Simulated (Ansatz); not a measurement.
Species: C$_{9}$H$_{9}$NSi, SMILES `[SiH3]c1ccc2cccnc2c1` (charge 0, multiplicity 1).

Give a relaxed geometry from PBE-D3(BJ)/def2-SVP (Ansatz, a first-principles code).

the end point of this relaxation (outside a Z-matrix the atoms follow the SMILES, hydrogens last).
Z-matrix (Å, degrees):
```
C
N 1 1.3669
C 2 1.3238 1 117.87
H 3 1.1059 2 116.50 1 179.99
C 3 1.4246 4 119.30 2 179.98
C 5 1.3851 3 118.71 4 -179.99
H 5 1.1002 6 121.35 3 -180.00
H 6 1.1017 5 121.31 7 0.00
C 6 1.4232 8 119.50 5 180.00
C 9 1.4252 6 123.56 8 0.00
C 10 1.3852 9 120.54 6 179.99
H 10 1.1018 11 120.55 9 179.99
H 11 1.1021 10 119.09 12 -0.01
C 1 1.4267 2 118.53 3 179.99
C 14 1.3941 1 121.58 2 -180.00
H 14 1.1009 15 122.02 11 -179.99
Si 15 1.8886 14 120.78 16 0.00
H 17 1.5029 15 109.34 14 -0.10
H 17 1.5062 18 109.39 16 121.31
H 17 1.5063 18 109.38 19 117.51
```
